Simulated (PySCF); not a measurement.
**Assigning NMR signals**

Molfile (atoms numbered from 1):
```
C13H8O
     RDKit          3D

 22 24  0  0  0  0  0  0  0  0999 V2000
   -0.2859    3.2351    1.5973 O   0  0  0  0  0  0  0  0  0  0  0  0
   -0.2864    2.1085    1.1633 C   0  0  0  0  0  0  0  0  0  0  0  0
   -1.4735    1.2593    0.8335 C   0  0  0  0  0  0  0  0  0  0  0  0
   -2.8211    1.5594    0.9474 C   0  0  0  0  0  0  0  0  0  0  0  0
   -3.7487    0.5837    0.5676 C   0  0  0  0  0  0  0  0  0  0  0  0
   -3.3140   -0.6543    0.0897 C   0  0  0  0  0  0  0  0  0  0  0  0
   -1.9503   -0.9534   -0.0236 C   0  0  0  0  0  0  0  0  0  0  0  0
   -1.0284    0.0146    0.3527 C   0  0  0  0  0  0  0  0  0  0  0  0
    0.4506    0.0121    0.3534 C   0  0  0  0  0  0  0  0  0  0  0  0
    1.3703   -0.9577   -0.0232 C   0  0  0  0  0  0  0  0  0  0  0  0
    2.7351   -0.6626    0.0901 C   0  0  0  0  0  0  0  0  0  0  0  0
    3.1727    0.5738    0.5686 C   0  0  0  0  0  0  0  0  0  0  0  0
    2.2470    1.5511    0.9496 C   0  0  0  0  0  0  0  0  0  0  0  0
    0.8987    1.2554    0.8353 C   0  0  0  0  0  0  0  0  0  0  0  0
   -3.1338    2.5359    1.3249 H   0  0  0  0  0  0  0  0  0  0  0  0
   -4.8191    0.7873    0.6445 H   0  0  0  0  0  0  0  0  0  0  0  0
   -4.0525   -1.4051   -0.2019 H   0  0  0  0  0  0  0  0  0  0  0  0
   -1.6283   -1.9272   -0.3997 H   0  0  0  0  0  0  0  0  0  0  0  0
    1.0461   -1.9303   -0.4005 H   0  0  0  0  0  0  0  0  0  0  0  0
    3.4714   -1.4153   -0.2024 H   0  0  0  0  0  0  0  0  0  0  0  0
    4.2437    0.7754    0.6455 H   0  0  0  0  0  0  0  0  0  0  0  0
    2.5627    2.5265    1.3276 H   0  0  0  0  0  0  0  0  0  0  0  0
  1  2  2  0
  2  3  1  0
  3  4  2  0
  4  5  1  0
  5  6  2  0
  6  7  1  0
  7  8  2  0
  8  9  1  0
  9 10  2  0
 10 11  1  0
 11 12  2  0
 12 13  1  0
 13 14  2  0
 14  2  1  0
  8  3  1  0
 14  9  1  0
  4 15  1  0
  5 16  1  0
  6 17  1  0
  7 18  1  0
 10 19  1  0
 11 20  1  0
 12 21  1  0
 13 22  1  0
M  END
```

How the numbers were obtained: GIAO PBE/pcSseg-1 shieldings, couplings computed with B3LYP/pcJ-1 (without the spin–dipole term), geometry: PBE0-D3(BJ)/def2-SVP, in PySCF 2.14.0 with density-fitted response routines (a single conformation, no relativistic terms, no solvent, one averaged value for each set of equivalent atoms).

Chemical shifts δ = σref − σ; 13C (σref 180.03) and 1H (σref 31.20) against TMS, all at this level.

**Question.** Assign these signals to the numbered atoms. 13C{1H} NMR (computed): δ 194.4 (C), 147.6 (C), 137.4 (CH), 135.9 (C), 132.9 (CH), 127.3 (CH), 122.5 (CH).

**Answer.** 
194.4 → C2, ketone carbonyl carbon: the double bond to the heteroatom, with no lone-pair donor beside it, deshields it most
147.6 → C8/C9, substituted aromatic carbon
137.4 → C6/C11, aromatic CH: the aromatic region
135.9 → C3/C14, substituted aromatic carbon
132.9 → C5/C12, aromatic CH: the aromatic region
127.3 → C4/C13, aromatic CH
122.5 → C7/C10, aromatic CH

C6/C11 and C3/C14 lie closer than the usual error of such a calculation, so a measured spectrum could show them in the other order.

**Question.** Assign these signals to the numbered atoms. 1H NMR (400 MHz, computed): δ 7.60 (m, 2H), 7.44 (m, 2H), 7.34 (m, 2H), 7.23 (m, 2H).

**Answer.** 
| δ (ppm) | atoms | environment | reason |
| --- | --- | --- | --- |
| 7.60 | H15/H22 | hydrogen on an aromatic CH | aromatic region |
| 7.44 | H18/H19 | hydrogen on an aromatic CH | – |
| 7.34 | H17/H20 | hydrogen on an aromatic CH | – |
| 7.23 | H16/H21 | hydrogen on an aromatic CH | – |

H18/H19 and H17/H20; H17/H20 and H16/H21 lie closer than the usual error of such a calculation, so a measured spectrum could show them in the other order.

Splittings below 1 Hz are ignored in the labels, and close J values are merged. Unscaled 3J(H,H) at this level run about 10 % above measured values. Shifts are as computed. Against solution values, carbons near 30 ppm lie about +2 ppm off and those near 130 ppm about +2 ppm (rms about the fit 1.8 ppm; single classes can miss by 10 ppm). Of 1328 compounds with measured shifts, 309 miss one by over three times the rms of a fit or turn the order of signals round; such compounds aren't used in these exercises. Signals without a measured value on file couldn't be tested in this way.
